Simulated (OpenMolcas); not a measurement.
**2s2 2p along the 5-electron sequence**

```json
{
 "Program": "OpenMolcas",
 "Method": "SS-CASPT2, IPEA 0.25 Eh, imaginary shift 0.1 Eh",
 "Basis": "ANO-RCC-VQZP",
 "Scalar Hamiltonian": "DKH2, point nucleus",
 "Spin-orbit coupling": "state interaction with AMFI integrals over the reference wave functions, term energies averaged over their components"
}
```

Active space for each ion: 3 electrons in 4 orbitals (2s 2p); closed shells correlated by CASPT2: 1s.

Computed levels in cm-1 above 2P* 1/2:

```
                                Level  N2+  O3+  F4+  Ne5+
                              2P* 3/2  159  353  688  1213
weight of 2P* in the lowest level (%)  100  100  100   100
```

Measured, with the error of the calculation in %. Measured levels: N2+ from Moore, Selected Tables of Atomic Spectra, NSRDS-NBS 3, section 5; O3+ from Moore, Selected Tables of Atomic Spectra, NSRDS-NBS 3, section 10; F4+ from Moore, Atomic Energy Levels, vol. I, NSRDS-NBS 35 (1971 reprint of NBS Circular 467, 1949); Ne5+ from NIST levels in Podobedova, Fuhr, Reader and Wiese, J. Phys. Chem. Ref. Data 33, 525 (2004).

| Level | N2+ | O3+ | F4+ | Ne5+ |
| --- | --- | --- | --- | --- |
| 2P* 3/2 | 174 (-8.6) | 386 (-8.4) | 746 (-7.8) | 1310 (-7.4) |

The fine-structure level 2P* 3/2 changes by a factor of 7.63 from N2+ to Ne5+. Its fourth root runs 3.55, 4.33, 5.12, 5.90, with steps per unit of Z of 0.78, 0.79, 0.78; equal steps would mean a (Z - σ)^4 law with constant σ.

Measured partners are found by configuration, term and J. A level has none where our copy of the source lacks it or the pairing is in doubt (some pairs that miss far off the trend of their configuration count as doubtful), and it then counts in no deviation. Levels of configurations outside the active space are missing.

* marks odd parity.
